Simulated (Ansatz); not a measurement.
The first iterations of a band of C2H6S2Si (11 atoms, charge 0, multiplicity 1).

All numbers below come from RKS PBE0-D4/def2-SVP in Ansatz.

```yaml
movable_images: 5
climbing_image: yes
spring: 5.0 eV/Å²
optimiser: lbfgs
start_path: through a guess of the saddle point
force_threshold: 0.05 eV/Å
iteration_limit: 60
end_points: relaxed
largest_step: 0.02 Å
```

First end point:

```xyz
11
Properties=species:S:1:pos:R:3
C -0.684 1.331 0.977
Si 0.744 0.320 0.318
C 0.048 -1.160 -0.672
S -1.126 -2.072 0.008
S 0.762 -1.415 -2.227
H -1.251 1.785 0.151
H -0.325 2.134 1.638
H -1.360 0.675 1.545
H 1.573 -0.260 1.416
H 1.632 1.128 -0.576
H 0.052 -2.524 -2.558
```

Last end point:

```xyz
11
Properties=species:S:1:pos:R:3
C -0.712 1.362 0.713
Si 0.763 0.214 0.542
C 0.442 -1.193 -0.712
S 1.637 -2.272 -0.983
S -1.122 -1.194 -1.461
H -0.958 1.842 -0.247
H -0.491 2.158 1.442
H -1.602 0.818 1.065
H 1.081 -0.446 1.842
H 1.962 0.951 0.049
H -0.934 -2.297 -2.230
```

| iteration | highest image above the first end (eV) | largest band force component (eV/Å) |
| --- | --- | --- |
| 1 | 5.580 | 27.210 |
| 2 | 4.592 | 22.190 |
| 3 | 3.752 | 18.474 |
| 4 | 3.041 | 15.563 |
| 5 | 2.456 | 13.204 |
| 6 | 1.977 | 11.236 |
| 7 | 1.584 | 9.562 |
| 8 | 1.261 | 8.115 |
| 9 | 0.997 | 6.848 |
| 10 | 0.782 | 5.732 |
| 11 | 0.609 | 4.745 |
| 12 | 0.472 | 3.877 |
| 13 | 0.374 | 3.176 |
| 14 | 0.302 | 2.598 |

Q: Does the band converge within its limit, and where does its top end?

A: It converged. It ended after 42 iterations with the highest image 0.073 eV above the first end. Another band between the same ends (5 images) ends at a top of the same energy, where a vibrational analysis finds 1 clearly imaginary mode.

Time of the run: 11 min on 2 threads of Arm Neoverse V1, with other jobs on the host, peak memory 0.27 GiB.
